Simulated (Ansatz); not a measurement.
Program: Ansatz 0.2.0.

Basis-set series for `FB(F)O[SiH3]`. Total charge 0; spin multiplicity 1. Geometry: relaxed with PBE0-D4/def2-TZVP. It is one conformer, not always the lowest.

```csv
functional,basis,functions,energy (Eh),HOMO (eV),LUMO (eV)
PBE0-D4,def2-TZVPP,208,-590.98539,-9.67,-0.23
PBE0-D4,def2-QZVPP,388,-591.01193,-9.68,-0.34
ωB97M-V,def2-TZVPP,208,-591.31273,-11.95,1.35
ωB97M-V,def2-QZVPP,388,-591.33726,-11.97,1.09
```

**Question.** Give the rows for def2-SVP. (Best estimate.)

**Answer.** The calculation gave: 
| functional | basis | functions | energy (Eh) | HOMO (eV) | LUMO (eV) |
| --- | --- | --- | --- | --- | --- |
| PBE0-D4 | def2-SVP | 89 | -590.51581 | -9.61 | 0.34 |
| ωB97M-V | def2-SVP | 89 | -590.83590 | -11.85 | 2.25 |

Positive LUMOs are unbound and depend on the basis.
